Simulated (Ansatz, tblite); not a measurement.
Forces on the cluster CuCl2 at its PBE0-D4/def2-TZVP geometry. Total charge 0; doublet.

The xTB rows come from tblite. The structure comes from a short search, and lower isomers may exist.

GFN1-xTB (tblite), largest force 0.18 eV/Å:

```xyz
3
positions Å, forces eV/Å
Cu    0.000    0.000    0.000    0.000    0.001    0.000
Cl    0.364    1.616    1.223   -0.031   -0.139   -0.105
Cl   -0.364   -1.616   -1.223    0.031    0.138    0.105
```

GFN2-xTB (tblite), largest force 0.17 eV/Å:

```
Cu 0.000 0.001 0.000
Cl -0.030 -0.133 -0.100
Cl 0.030 0.132 0.100
```

PBE0-D4/def2-TZVP (Ansatz), largest force 0.03 eV/Å:

```
Cu 0.001 0.001 0.000
Cl 0.005 0.022 0.017
Cl -0.005 -0.023 -0.017
```
